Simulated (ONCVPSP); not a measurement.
## Co: excitation energies, all-electron against ONCV

| Item | Value |
| --- | --- |
| Element | cobalt |
| Generator | ONCVPSP 4.0.1 |
| Type | optimised norm-conserving Vanderbilt (ONCV) |
| Functional | PBE |
| Relativity | fully relativistic |
| Frozen core | [Ar] |
| Valence charge | 9 |
| Reference configuration | 3d7 4s2 |
| Partial waves | 4s: rc 2.25 bohr, ncon 3, nbas 6, qcut 3.2 1/bohr, 2 projectors, debl 0.9 Ha; p scattering state at 0.46 Ha: rc 2.05 bohr, ncon 4, nbas 7, qcut 3.2 1/bohr, 2 projectors, debl 0.4 Ha; 3d: rc 1.30 bohr, ncon 3, nbas 8, qcut 13.5 1/bohr, 3 projectors, debl 3.6 Ha |
| Local potential | polynomial inside 1.10 bohr (lpopt 5, dvloc0 6 Ha) |
| Core correction | Teter function, fcfact 5.5, rcfact 1.75 |

Open shells are filled in proportion to 2j + 1.

Energies are relative to the spin-unpolarised reference configuration 3d7 4s2; without spin polarisation the order of configurations can differ from experiment.

| valence configuration | charge | ΔE all-electron (eV) | error AE − PS (meV) |
| --- | --- | --- | --- |
| 3d7 4s1 | +1 | 9.031 | -73 |
| 3d7 4s0 | +2 | 25.816 | -479 |
| 3d7 4s0 4p1 | +1 | 14.399 | -137 |

Task: What are ΔE and the potential's error for 3d6 4s0?

Result: ΔE = 61.685 eV all-electron; the error (AE − PS) is -950 meV.

These tests converged, but a pseudo level misses the all-electron one widely, so the file describes the atom poorly there or has found another state: 3d7 4s0 4p1: empty 4s by 7.2 eV.

Note: no bound ghost flagged; GHOST(+) flagged for s at 48.5 eV, p3/2 at 88.7 eV.
